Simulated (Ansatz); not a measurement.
Consider the redistribution: `C[CH](C)[MgH]` + `[SiH3]O[Si](Cl)(Cl)Cl` → `[MgH][O][SiH3]` + `CC(C)[Si](Cl)(Cl)Cl`.

Calculated with Ansatz (gas phase, PBE0-D4/def2-TZVP geometries, no zero-point term in ΔE). CBS: MP2 limit from def2 TZ/QZ plus the TZ coupled-cluster correction, frozen cores. Functionals use def2-TZVPP. B3LYP here is the variant with VWN-RPA as its local correlation; programs differ in this. For Mg outer-core shells are correlated without core-valence functions, which leaves a few kJ/mol of doubt a bond. Each species was taken in one conformer, which may not be the lowest.

`C[CH](C)[MgH]`:

```xyz
12

C    -0.105   -1.223    0.673
C    -0.077   -0.135   -0.400
C    -0.895    1.074    0.050
Mg    1.886    0.380   -0.994
H     0.393   -2.144    0.354
H     0.382   -0.898    1.599
H    -1.136   -1.496    0.947
H    -0.563   -0.545   -1.297
H    -1.922    0.790    0.328
H    -0.462    1.557    0.934
H    -0.978    1.842   -0.726
H     3.477    0.799   -1.468
```

`[SiH3]O[Si](Cl)(Cl)Cl`:

Z-matrix (Å, degrees):
```
Si
O 1 1.650
H 1 1.483 2 109.2
H 1 1.483 2 109.2 3 -120.5
H 1 1.480 2 107.3 3 119.8
Si 2 1.598 1 149.1 3 60.3
Cl 6 2.022 2 109.0 1 -180.0
Cl 6 2.029 2 110.2 1 -60.0
Cl 6 2.028 2 110.2 1 60.0
```

`[MgH][O][SiH3]`:

```xyz
7

Mg    1.021   -0.703   -1.812
O     0.187   -0.127   -0.331
Si   -0.563    0.388    0.999
H     1.806   -1.244   -3.204
H    -2.007    0.008    0.994
H     0.048   -0.195    2.230
H    -0.493    1.874    1.125
```

`CC(C)[Si](Cl)(Cl)Cl`:

Z-matrix (Å, degrees):
```
C
C 1 1.527
H 1 1.092 2 112.2
H 1 1.093 2 110.0 3 120.1
H 1 1.093 2 111.1 3 -121.0
C 2 1.527 1 111.8 3 -177.8
Si 2 1.862 1 111.4 3 56.8
H 2 1.098 1 108.9 3 -57.4
H 6 1.093 2 111.1 1 -61.3
H 6 1.094 2 110.0 1 57.7
H 6 1.092 2 112.2 1 177.8
Cl 7 2.041 2 110.9 1 -177.1
Cl 7 2.042 2 110.8 1 62.8
Cl 7 2.041 2 110.9 1 -57.3
```

(1) Is it downhill or uphill in electronic energy at CCSD(T)/CBS, and by how much? (Best estimate.)

(2) What do these levels give: PBE-D4, B3LYP-D4, PBE, PBE0, MP2/def2-TZVPP, SCS-MP2/def2-TZVPP? (An estimate is asked.)

Largest T1 diagnostic among the species: 0.011.

## Answers

(1) Computed: Downhill: ΔE = -96.3 kJ/mol.

(2) Ansatz gave: PBE-D4 -91.8, B3LYP-D4 -90.1, PBE -87.7, PBE0 -88.9, MP2/def2-TZVPP -99.0, SCS-MP2/def2-TZVPP -95.2 kJ/mol.

In def2-TZVPP, CCSD(T) changes the Hartree–Fock value by −10.8 kJ/mol (the triples alone add −1.4 kJ/mol) and MP2 by −17.5 kJ/mol. The D4 term adds −6.2 kJ/mol with B3LYP and −3.7 kJ/mol with PBE0; it sums over pairs of atoms, weighted by their polarisabilities, and B3LYP, whose exchange is more repulsive, gets the larger term.
